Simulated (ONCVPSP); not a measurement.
## Te (Z = 52): ONCV pseudisation with PBE, scalar-relativistic reference atom.

```json
{
 "Element": "tellurium (Te)",
 "Generator": "ONCVPSP 4.0.1",
 "Type": "optimised norm-conserving Vanderbilt (ONCV)",
 "Functional": "PBE",
 "Relativity": "scalar-relativistic",
 "Frozen core": "[Kr] 4d10",
 "Valence charge": "6",
 "Reference configuration": "5s1.75 5p4.25",
 "Partial waves": "5s: rc 1.65 bohr, ncon 4, nbas 8, qcut 4.5 1/bohr, 2 projectors, debl 0.7 Ha; 5p: rc 1.70 bohr, ncon 4, nbas 6, qcut 5.2 1/bohr, 2 projectors, debl 0.4 Ha; d scattering state at 0.04 Ha: rc 1.30 bohr, ncon 5, nbas 9, qcut 8.6 1/bohr, 3 projectors, debl 1.9 Ha",
 "Local potential": "polynomial inside 1.10 bohr (lpopt 5, dvloc0 0 Ha)",
 "Core correction": "Teter function, fcfact 5, rcfact 1.25"
}
```

All-electron outer shells of the reference configuration (PBE, scalar-relativistic, ld1.x):

| shell | level (eV) | outermost node (bohr) | outermost maximum (bohr) |
| --- | --- | --- | --- |
| 4p | -114.77 | 0.38 | 0.74 |
| 4d | -42.00 | 0.36 | 0.81 |
| 5s | -15.30 | 0.91 | 1.80 |
| 5p | -6.09 | 1.00 | 2.17 |

Problem. Is a potential produced?

Solution. No. ONCVPSP 4.0.1 stopped with "test_data: must have ncon+3 <= nbas <= ncon+5, l= 1": the input breaks a rule of the program on the basis size: nbas must lie between ncon + 3 and ncon + 5.
